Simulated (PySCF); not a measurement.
Spectra and structures to be paired. The calculation used TDDFT PBE0/def2-SVPD, vertical, gas phase, core orbitals frozen in the response in PySCF. Geometries: GFN2-xTB; one conformer of each isolated species. Triplets are in the Tamm–Dancoff approximation. Ions are computed without counter-ions or solvent.

A. `Cc1cc(C(F)(F)F)ns1`
B. `C1CN1`
C. `C=C(C)/C=C(\F)[CH+]C`
D. `c1(C=C)[nH]c(F)nc1`

Lowest singlet levels (six at most, fewer where fewer were computed) with oscillator strengths:

1. 332 nm (f 0.643); 257 nm (f 0.004); 255 nm (f 0.061); 244 nm (f 0.000); 227 nm (f 0.002); 215 nm (f 0.000); T1 1.54 eV
2. 186 nm (f 0.002); 167 nm (f 0.034); 166 nm (f 0.005); 151 nm (f 0.080); 141 nm (f 0.038); 137 nm (f 0.010); T1 6.39 eV
3. 225 nm (f 0.003); 216 nm (f 0.100); 215 nm (f 0.103); 199 nm (f 0.000); 191 nm (f 0.000); 174 nm (f 0.006); T1 3.82 eV
4. 245 nm (f 0.484); 220 nm (f 0.004); 203 nm (f 0.000); 193 nm (f 0.001); 189 nm (f 0.005); 187 nm (f 0.003); T1 3.07 eV

Question: Which spectrum belongs to which structure?

Answer: 1 = C, 2 = B, 3 = A, 4 = D.
- A: S1 at 5.52 eV, HOMO-2→LUMO (98%); Löwdin shares by element: HOMO carbon 36% or more, nitrogen 23%, sulfur 19% (atoms not listed hold the other 21%); LUMO carbon 34% or more, sulfur 23%, nitrogen 23% (atoms not listed hold the other 20%); HOMO -8.06 and LUMO -1.62 eV; point group Cs, 2 of its 6 listed states under f = 0.0005.
- B: S1 at 6.65 eV, HOMO→LUMO (94%); Löwdin shares by element: HOMO nitrogen 59%, carbon 27%, hydrogen 5% or more; LUMO carbon 44%, hydrogen 28% or more (atoms not listed hold the other 29%); HOMO -7.09 and LUMO 0.97 eV; point group Cs.
- C: S1 at 3.74 eV, HOMO→LUMO (98%); Löwdin shares by element: HOMO carbon 66% or more (atoms not listed hold the other 34%); LUMO carbon 76% or more (atoms not listed hold the other 24%); HOMO -12.34 and LUMO -8.66 eV.
- D: S1 at 5.06 eV, HOMO→LUMO (97%); Löwdin shares by element: HOMO carbon 68% or more (atoms not listed hold the other 32%); LUMO carbon 68% or more (atoms not listed hold the other 32%); HOMO -6.41 and LUMO -1.00 eV; point group Cs, 1 of its 6 listed states under f = 0.0005.
